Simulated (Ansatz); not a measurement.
Sn(I)(OH)3 (H3IO3Sn), SMILES [OH][Sn]([I])([OH])[OH]. Atoms are numbered in the order given.

```xyz
8

O      1.7929    -0.4363    -1.6046
Sn     0.0000     0.0000    -0.8827
O     -1.2742    -1.3347    -1.6044
O     -0.5185     1.7707    -1.6048
I     -0.0001     0.0002     1.8074
H      2.2193     0.3588    -1.9598
H     -0.7988    -2.1013    -1.9602
H     -1.4206     1.7427    -1.9594
```

Geometry optimised at B3LYP-D3(BJ)/def2-SVP. The structure was generated by enumeration; whether it is a known compound was not checked. The def2 effective core potentials stand for the cores of I, Sn; spin–orbit coupling is left out. The values are those of a single conformer.

Two levels are set side by side: PBE-D3(BJ)/def2-SVP (Ansatz, a program for electronic structure) and B3LYP-D3(BJ)/def2-SVP (Ansatz). Each level has its own optimised geometry; the coordinates shown are those of the second. Differences are taken from unrounded values.

| quantity | B3LYP-D3(BJ) |
|---|---|
| mean bond length (Å) | 1.649 |
| bond O1–Sn2 (Å) | 1.981 |
| bond Sn2–O3 (Å) | 1.981 |
| bond Sn2–O4 (Å) | 1.981 |
| bond Sn2–I5 (Å) | 2.690 |
| bond O1–H6 (Å) | 0.970 |
| bond O3–H7 (Å) | 0.970 |
| bond O4–H8 (Å) | 0.970 |

Question: What does PBE-D3(BJ) give, and how far is it from B3LYP-D3(BJ)? (An estimate is asked for; the answer gives what the named calculation found.)

Answer: 
```tsv
quantity	PBE-D3(BJ)	PBE-D3(BJ) minus B3LYP-D3(BJ)
mean bond length (Å)	1.662	0.013
bond O1–Sn2 (Å)	2.001	0.020
bond Sn2–O3 (Å)	2.001	0.020
bond Sn2–O4 (Å)	2.001	0.020
bond Sn2–I5 (Å)	2.695	0.005
bond O1–H6 (Å)	0.979	0.010
bond O3–H7 (Å)	0.979	0.010
bond O4–H8 (Å)	0.979	0.010
```

Exact exchange shortens and stiffens bonds; PBE has none. Differences between two approximate levels are no errors against the true value.
